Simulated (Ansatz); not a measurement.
Species: sum formula GaHBr₂, charge 0, multiplicity 1. SMILES: [Br][GaH][Br]
Geometry from a B3LYP-D3(BJ)/def2-TZVP (Ansatz, a first-principles code) optimisation:
```
Ga
H 1 1.5497
Br 1 2.2919 2 121.98
Br 1 2.2919 2 121.98 3 180.00
```

Property: atomisation energy (electronic, to ground-state atoms), in kJ/mol. Correlated levels leave the core frozen unless marked. UHF or UKS for open shells. No spin-orbit coupling. Frozen are the shells of the preceding noble gas and the d and f shells that filled before the atom's block. No relativistic terms. The coupled-cluster limit lacks core correlation, which all-electron functionals hold. CBS(X,Y): correlation extrapolated as X^-3; Hartree-Fock from the larger set (for Q and 5 zeta extrapolated as (X+1)exp(-9√X)).

| level | program | atomisation energy (kJ/mol) | minus last row |
|---|---|---|---|
| HF/6-31G | Ansatz | 616.0 | -328.0 |
| HF/cc-pVDZ | Ansatz | 689.4 | -254.6 |
| PBE-D4/def2-TZVPD | Ansatz + dftd4 | 935.3 | -8.7 |
| BLYP-D4/def2-TZVPD | Ansatz + dftd4 | 891.4 | -52.6 |
| revPBE-D3(BJ)/def2-TZVPD | Ansatz + dftd3 | 901.0 | -43.0 |
| B3LYP-D3(BJ)/def2-TZVPD | Ansatz + dftd3 | 906.1 | -37.9 |
| PBE0-D3(BJ)/def2-TZVP | Ansatz + dftd3 | 932.5 | -11.5 |
| r2SCANh-D4/def2-TZVPD | Ansatz + dftd4 | 950.3 | 6.3 |
| MP2/6-31G* | Ansatz | 857.6 | -86.4 |
| RI-MP2/CBS(aug-cc-pVTZ,aug-cc-pVQZ) | Ansatz | 965.6 | 21.6 |
| SCS-MP2/6-31G | Ansatz | 718.9 | -225.1 |
| SCS-MP2/cc-pVDZ | Ansatz | 857.0 | -87.0 |
| CCSD/6-31G | Ansatz | 721.9 | -222.1 |
| CCSD(T)/6-31G | Ansatz | 728.5 | -215.5 |
| CCSD(T)/CBS(cc-pVQZ,cc-pV5Z) | Ansatz | 944.0 | 0.0 |
